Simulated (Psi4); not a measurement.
Pair of molecules, SMILES N with SMILES [SeH2] (the first has 4 atoms); geometry from B3LYP-D3(BJ)/def2-TZVP, rigid monomers moved along the line of their centres of mass till N1···H7 is 3.87 Å.
(charge 0, multiplicity 1):
```xyz
7

N     -0.068    -0.198     0.016
H     -0.979    -0.306    -0.415
H      0.383     0.601    -0.415
H      0.479    -1.022    -0.208
Se    -0.520     0.406     5.319
H      0.808     1.025     5.440
H     -0.369     0.253     3.847
```

Calculation: SAPT0/aug-cc-pVDZ (Psi4 1.11).

Give the four SAPT terms and the total, and say what mostly holds the pair together.

electrostatics -0.69, exchange 0.05, induction -0.07, dispersion -0.19, total -0.90 kcal/mol; the largest attraction is electrostatics.
